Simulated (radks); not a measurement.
The numbers below are computed, except where a source is named.
Fractional charge and spin in the 6s shell of mercury: the spin-up occupation runs from 0 to 1 and the spin-down occupation from 0 to 1; the fullest corner is Hg, [Xe] 4f14 5d10 6s(up 1, down 1). Level of theory: scalar-relativistic Kohn-Sham, PBE, spin-polarised, spherical densities, finite nucleus; Fermi nuclear charge, rms radius of each element as measured or else 0.836 A^(1/3) + 0.57 fm (a radial shooting solver on a logarithmic mesh with Libxc functionals). Energy (eV) minus the two flat planes that join the four corners (they meet along the diagonal where the two added fractions sum to one electron); zero is where a piecewise linear energy would lie.

| down \ up | 0 | 0.5 | 1 |
|---|---|---|---|
| 0 | 0.000 | -1.033 | 0.000 |
| 0.5 | -1.033 | 0.206 | -0.932 |
| 1 | 0.000 | -0.932 | 0.000 |

Corners above the fullest one (they belong to Hg+ and the next ion): (up 1, down 0) 10.474 eV, (up 0, down 1) 10.474 eV, (up 0, down 0) 29.646 eV. With half an added electron in each spin the energy lies 0.206 eV from the planes (fractional-spin error, the static-correlation error of a stretched bond), and with half an added electron in spin up alone -1.033 eV (fractional-charge error). For a frontier s shell over closed shells the exact functional lies on the planes.
